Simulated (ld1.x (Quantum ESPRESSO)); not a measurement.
# Tl (Z = 81): one change to a PAW potential, before and after

ld1.x (Quantum ESPRESSO) 7.5 input, shortened:

```
&input
   title='Tl', zed=81., rel=1, dft='PBESOL', iswitch=3,
   config='[Xe] 4f14 5d10 6s1 6p0'
 /
 &inputp
   pseudotype=3, lpaw=.true., tm=.true., lloc=-1, rcloc=2.30,
   nlcc=.true., rcore=1.30,
   which_augfun='PSQ', rmatch_augfun_nc=.true.
 /
6
6S  1  0   1.00   0.00  1.60  2.00  0.0
6S  1  0   0.00   1.95  1.60  2.00  0.0
6P  2  1   0.00   0.00  2.15  2.85  0.0
6P  2  1   0.00  -0.75  2.15  2.85  0.0
5D  3  2  10.00   0.00  1.20  1.40  0.0
5D  3  2   0.00  -1.55  1.20  1.40  0.0
 &test
   configts(1)='5d10 6s1 6p0'
 /
```

Change: all radii but the core radius scaled by about 1.18 (s 2.36, p 3.38, d 1.66 bohr, rcut 1.90/2.54/1.42); local potential all-electron potential smoothed inside 2.72 bohr (lloc = -1).

Cutoffs: the cutoffs (Ry, on a coarse ladder) from which the occupation-weighted sum of valence levels, in a spherical-Bessel basis at the reference potential, stays within 10 and 1 mRy of its value at 400 Ry; they do not see the model core or the augmentation charge, which bear on the density cutoff. Errors are all-electron minus pseudo energies relative to the spin-unpolarised reference configuration.

Question: How do hardness, ghosts and transferability respond?

Answer: The potential gets softer (55 Ry and 100 Ry → 40 Ry and 70 Ry); of the 7 tests that both files solve, the error grows in 0 and shrinks in 2 by more than 15 % and 0.3 meV (median size 8.4 → 9.0 meV); neither file shows a bound ghost. A larger radius leaves more room for a smooth pseudo-wave, so fewer plane waves are needed.

```tsv
quantity	base	changed
cutoff, loose	55 Ry	40 Ry
cutoff, tight	100 Ry	70 Ry
loose cutoff by channel (10 mRy a level)	s 8 Ry, d 45 Ry	s 6 Ry, d 35 Ry
bound ghosts	none	none
error for 5d10 6s2 6p1, meV [ΔE -25.99 eV]	+8.4	+9.0
error for 5d10 6s2 6p0, meV [ΔE -20.84 eV]	+6.0	+6.1
error for 5d10 6s0 6p0, meV [ΔE 30.16 eV]	-14	-14
error for 5d10 6s1 6p1, meV [ΔE -12.48 eV]	+5.5	+5.6
error for 5d9 6s2 6p1, meV [ΔE -4.75 eV]	-35	-29
error for 5d10 6s0 6p3, meV [ΔE -10.70 eV]	+6.8	+7.5
error for 5d9 6s2 6p2, meV [ΔE -11.29 eV]	-30	-22
lowest overlap eigenvalue by channel	s 0.58, p 0.50, d 0.93	s 0.59, p 0.54, d 0.99
```
